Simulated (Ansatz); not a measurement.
`O[Si](O)(Cl)C[SiH2]Cl` + `OC[SiH](F)S` → `O[Si](O)(F)C[SiH2]Cl` + `OC[SiH](S)Cl`  (redistribution)

Gas-phase electronic energies from Ansatz, PBE0-D4/def2-TZVP geometries. CCSD(T)/CBS is the MP2 limit (def2-TZVPP, def2-QZVPP) plus CCSD(T) − MP2 in def2-TZVPP, frozen cores. Each species was taken in one conformer, which may not be the lowest.

`O[Si](O)(Cl)C[SiH2]Cl`:

```xyz
13

O     2.211    0.325   -1.380
Si    1.180   -0.068   -0.189
O     1.638    0.718    1.161
Cl    1.248   -2.100    0.170
C    -0.531    0.359   -0.747
Si   -1.925   -0.262    0.315
Cl   -1.507    0.114    2.311
H     3.151    0.228   -1.214
H     1.111    0.565    1.951
H    -0.680   -0.052   -1.752
H    -0.594    1.449   -0.825
H    -2.111   -1.723    0.178
H    -3.191    0.448    0.019
```

`OC[SiH](F)S`:

Cartesian coordinates in Å:
```
O 0.293 -0.217 -1.639
C 0.952 0.016 -0.398
Si -0.309 0.308 0.966
F -1.068 1.663 0.552
S -1.648 -1.325 1.038
H -0.151 0.595 -1.902
H 1.536 -0.882 -0.180
H 1.665 0.849 -0.467
H 0.255 0.515 2.320
H -1.525 -1.521 -0.290
```

`O[Si](O)(F)C[SiH2]Cl`:

```xyz
13

O    -2.130    1.531    0.158
Si   -1.173    0.236   -0.043
O    -1.424   -0.349   -1.540
F    -1.551   -0.893    1.022
C     0.578    0.723    0.295
Si    1.791   -0.676    0.451
Cl    1.541   -1.993   -1.133
H    -3.011    1.506   -0.218
H    -0.905   -1.114   -1.803
H     0.606    1.282    1.238
H     0.909    1.403   -0.496
H     1.574   -1.451    1.692
H     3.194   -0.205    0.377
```

`OC[SiH](S)Cl`:

Cartesian coordinates in Å:
```
O -0.296 1.080 1.115
C -0.910 0.191 0.200
Si 0.435 -0.556 -0.885
S 2.021 -1.217 0.350
Cl 1.028 0.856 -2.259
H -0.972 1.474 1.672
H -1.642 0.700 -0.441
H -1.426 -0.634 0.712
H -0.074 -1.717 -1.649
H 1.837 -0.176 1.186
```

| species | MP2/CBS(def2) energy (Eh) |
| --- | --- |
| `O[Si](O)(Cl)C[SiH2]Cl` | -1689.85929 |
| `OC[SiH](F)S` | -902.89257 |
| `O[Si](O)(F)C[SiH2]Cl` | -1329.90857 |
| `OC[SiH](S)Cl` | -1262.84698 |

(1) Work out ΔE.

Largest T1 diagnostic among the species: 0.012.

## Answers

(1) ΔE = (-1329.90857) + (-1262.84698) − (-1689.85929) − (-902.89257) = -0.00369 Eh = -2.3 kcal/mol. CCSD(T)/CBS gives -2.5 kcal/mol.

In def2-TZVPP, CCSD(T) changes the Hartree–Fock value by +1.5 kcal/mol (the triples alone add +0.4 kcal/mol) and MP2 by +1.7 kcal/mol. From PBE to PBE0 (25 % exact exchange), in def2-TZVPP and without D4, ΔE moves by −0.8 kcal/mol.
